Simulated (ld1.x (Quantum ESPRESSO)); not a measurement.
## Sn, PAW: configuration errors across variants

- Element: tin (Sn)
- Generator: ld1.x (Quantum ESPRESSO) 7.5
- Type: PAW
- Functional: PW91
- Relativity: scalar-relativistic
- Frozen core: [Kr]
- Valence charge: 14
- Reference configuration: 4d10 5s2 5p1 (charge +1)
- Partial waves: 5s (bound): rcut 1.70, rcutus 2.35 bohr; 5s channel at -0.95 Ry: rcut 1.70, rcutus 2.35 bohr; 5p (bound): rcut 1.80, rcutus 2.25 bohr; 5p channel at 0.25 Ry: rcut 1.80, rcutus 2.25 bohr; 4d (bound): rcut 1.35, rcutus 1.70 bohr; 4d channel at 1.5 Ry: rcut 1.35, rcutus 1.70 bohr; 4f channel at 0.05 Ry: rcut 2.05, rcutus 2.50 bohr; 4f channel at 1.5 Ry: rcut 2.05, rcutus 2.50 bohr
- Local potential: all-electron potential smoothed inside 1.40 bohr (lloc = -1)
- Core correction: Bessel-smoothed model core, default radius (core density twice the valence density)
- Augmentation charge: PSQ, inside the norm-conserving radii

All-electron excitation energies from the reference (eV): (1) 4d10 5s2 5p2 -6.932; (2) 4d10 5s2 5p0 14.031; (3) 4d10 5s1 5p0 45.104; (4) 4d10 5s2 5p2.3 -7.794; (5) 4d10 5s0 5p4 7.311; (6) 4d9 5s2 5p2 25.805; (7) 4d9 5s2 5p3 17.524.

The overlap operator is not positive definite (basis up to 400 Ry) in “base”, “waves 5p (bound): rcut 1.80, rcutus 2.18 bohr; 5p channel at 0.25 Ry: rcut 1.80, rcutus 2.18 bohr”, “waves 5p (bound): rcut 1.80, rcutus 2.34 bohr; 5p channel at 0.25 Ry: rcut 1.80, rcutus 2.34 bohr”, “waves 5p (bound): rcut 1.80, rcutus 3.06 bohr; 5p channel at 0.25 Ry: rcut 1.80, rcutus 3.06 bohr”, “waves 5p (bound): rcut 1.80, rcutus 3.32 bohr; 5p channel at 0.25 Ry: rcut 1.80, rcutus 3.32 bohr”. Such files are unfit for use, however small their errors in these radial tests.

2 further variants failed, have other tests or too few solved ones, and are left out.

A true bound ghost makes a file unfit for plane-wave use even where its test errors are small: the radial tests pick states by their node count and pass the ghost by. Where a test does run into it, the solver fails or the error is huge.

Errors AE − PS in meV (a dash: test not solved or not reliable):

| change | (1) | (2) | (3) | (4) | (5) | (6) | (7) | bound ghosts |
| --- | --- | --- | --- | --- | --- | --- | --- | --- |
| base | +1.7 | -3.6 | -11 | +1.9 | +1.3 | -74 | -67 | s (d not tested, overlap not positive) |
| waves 5p (bound): rcut 1.80, rcutus 2.18 bohr; 5p channel at 0.25 Ry: rcut 1.80, rcutus 2.18 bohr | +1.7 | -3.6 | -11 | +1.9 | +1.6 | -76 | -70 | s (d not tested, overlap not positive) |
| waves 5p (bound): rcut 1.80, rcutus 2.34 bohr; 5p channel at 0.25 Ry: rcut 1.80, rcutus 2.34 bohr | +1.7 | -3.6 | -11 | +1.9 | +1.1 | -69 | -62 | s (d not tested, overlap not positive) |
| waves 5p (bound): rcut 1.80, rcutus 3.06 bohr; 5p channel at 0.25 Ry: rcut 1.80, rcutus 3.06 bohr | +2.7 | -3.5 | -10 | +3.6 | – | – | – | s, p (d not tested, overlap not positive) |
| waves 5p (bound): rcut 1.80, rcutus 3.32 bohr; 5p channel at 0.25 Ry: rcut 1.80, rcutus 3.32 bohr | +1.7 | -3.5 | -10 | +1.8 | +7.6 | +317 | +322 | s (p, d not tested, overlap not positive) |

Q: Give the same row for: waves 5p (bound): rcut 1.80, rcutus 2.78 bohr; 5p channel at 0.25 Ry: rcut 1.80, rcutus 2.78 bohr.

A: +2.0, -3.5, -10, +2.4, +1.8, –, –; bound ghosts: s (d not tested, overlap not positive). Not counted: 4d9 5s2 5p2 (solver errors, printed error -16.2 eV); 4d9 5s2 5p3 (solver errors, printed error -1472 eV). Its overlap operator is not positive definite in a basis up to 400 Ry (lowest eigenvalue d -0.10), so the file is unfit for use: the generalised eigenproblem breaks down once the basis is large enough, and its test numbers describe a broken file.
